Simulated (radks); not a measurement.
The silver ion Ag2+, configuration [Kr] 4d9. Method: Dirac Kohn-Sham, BLYP, spin-unpolarised, spherical densities, finite nucleus; open shells are shared between the two j in proportion to 2j + 1; Fermi nuclear charge, rms radius 4.5454 fm; computed with a radial shooting solver on a logarithmic mesh with Libxc functionals.

Normalised radial functions P(r) = r R(r) (large component), r in bohr:

r,3d5/2,4s1/2
0.002693,0.0001,0.1088
0.003086,0.0001,0.1212
0.003535,0.0001,0.1346
0.004018,0.0002,0.1480
0.004603,0.0003,0.1631
0.005232,0.0004,0.1780
0.005994,0.0006,0.1942
0.006867,0.0008,0.2105
0.007805,0.0012,0.2254
0.008942,0.0018,0.2403
0.01024,0.0026,0.2534
0.01164,0.0038,0.2631
0.01334,0.0055,0.2694
0.01516,0.0079,0.2705
0.01737,0.0115,0.2648
0.0199,0.0166,0.2504
0.02262,0.0233,0.2272
0.02591,0.0333,0.1910
0.02945,0.0462,0.1448
0.03374,0.0652,0.0824
0.03866,0.0910,0.0069
0.04394,0.1236,-0.0742
0.05034,0.1694,-0.1672
0.05767,0.2294,-0.2608
0.06555,0.3013,-0.3415
0.07509,0.3969,-0.4086
0.08535,0.5065,-0.4432
0.09778,0.6447,-0.4378
0.112,0.8039,-0.3793
0.1273,0.9691,-0.2716
0.1459,1.1535,-0.1047
0.1671,1.3356,0.1016
0.1899,1.4913,0.3085
0.2176,1.6238,0.5075
0.2473,1.7020,0.6391
0.2834,1.7217,0.6832
0.3246,1.6678,0.6029
0.369,1.5505,0.4091
0.4227,1.3648,0.0970
0.4805,1.1496,-0.2568
0.5505,0.9019,-0.6370
0.6306,0.6609,-0.9568
0.7168,0.4606,-1.1547
0.8212,0.2894,-1.2279
0.9408,0.1657,-1.1631
1.069,0.0891,-1.0060
1.225,0.0413,-0.7847
1.392,0.0178,-0.5692
1.595,0.0064,-0.3682
1.828,0.0019,-0.2150
2.077,0.0005,-0.1171
2.38,0.0001,-0.0546
2.726,0.0000,-0.0222
3.099,0.0000,-0.0083
3.55,0.0000,-0.0025
4.035,0.0000,-0.0007
4.623,0.0000,-0.0001

3d5/2: eigenvalue -378.46 eV, 0 radial nodes, <r> = 0.347 bohr, 90 % of the charge inside 0.549 bohr. 4s1/2: eigenvalue -117.44 eV, 3 radial nodes at r = 0.0391, 0.157, 0.438 bohr, <r> = 0.909 bohr, 90 % of the charge inside 1.32 bohr.
